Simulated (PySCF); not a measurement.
# Electron correlation in Te³⁵⁺ (tellurium, charge +35)

[Ne] 3s2 3p5, 2P determinant. All numbers are calculated (PySCF 2.14, scalar relativity by spin-free X2C-1e, in an uncontracted even-tempered set (18 s from 5.6 bohr⁻², ratio 2.5; 12 p from 7.3 bohr⁻², ratio 2.5; 5 d from 33 bohr⁻², ratio 2.7; 4 f from 50 bohr⁻², ratio 2.7)). Frozen: 1s2; 15 electrons correlated; the 21 highest virtual orbitals of each spin left out.

```csv
level,correlation energy (mhartree)
CCSD,-621.82
(T),-1.31
CCSD(T),-623.13
```

Diagnostics: T1 = 0.00062, D1 = 0.0028, largest double amplitude 0.022.

Spin-orbit coupling, absent here, splits the open shell strongly.

Cost of the coupled-cluster step: about 60 core-seconds, for 15 correlated electrons.

Iterations:

```
CC2 = 0
CCSD nocc = (np.int64(8), np.int64(7)), nmo = (85, 85)
frozen orbitals [[0, 86, 87, 88, 89, 90, 91, 92, 93, 94, 95, 96, 97, 98, 99, 100, 101, 102, 103, 104, 105, 106], [0, 86, 87, 88, 89, 90, 91, 92, 93, 94, 95, 96, 97, 98, 99, 100, 101, 102, 103, 104, 105, 106]]
max_cycle = 100
direct = 0
conv_tol = 1e-08
conv_tol_normt = 1e-06
diis_space = 8
diis_start_cycle = 0
Init t2, MP2 energy = -0.608169649169186
Init E_corr(UCCSD) = -0.608169649169972
cycle = 1  E_corr(UCCSD) = -0.619312966963408  dE = -0.0111433178  norm(t1,t2) = 0.0078908
cycle = 2  E_corr(UCCSD) = -0.621400009896179  dE = -0.00208704293  norm(t1,t2) = 0.00152787
cycle = 3  E_corr(UCCSD) = -0.621829781784765  dE = -0.000429771889  norm(t1,t2) = 0.000328601
cycle = 4  E_corr(UCCSD) = -0.621823654080803  dE = 6.12770396e-06  norm(t1,t2) = 1.66038e-05
cycle = 5  E_corr(UCCSD) = -0.62182349878675  dE = 1.55294053e-07  norm(t1,t2) = 9.40701e-07
cycle = 6  E_corr(UCCSD) = -0.621823555739902  dE = -5.69531521e-08  norm(t1,t2) = 7.97463e-08
cycle = 7  E_corr(UCCSD) = -0.62182355439244  dE = 1.34746203e-09  norm(t1,t2) = 5.80997e-09
UCCSD converged
E(UCCSD) = -5823.359883800436  E_corr = -0.6218235543924403
UCCSD(T) correction = -0.00130833443434593
```

At this charge the one-electron X2C treatment keeps the bare 1/r₁₂, with no two-electron picture change or Breit term. The effect here is smaller than on the frozen 1s shell; and a scalar Hamiltonian misses the large spin-orbit splitting of the p shells, which matters for ns² → np² pairs.
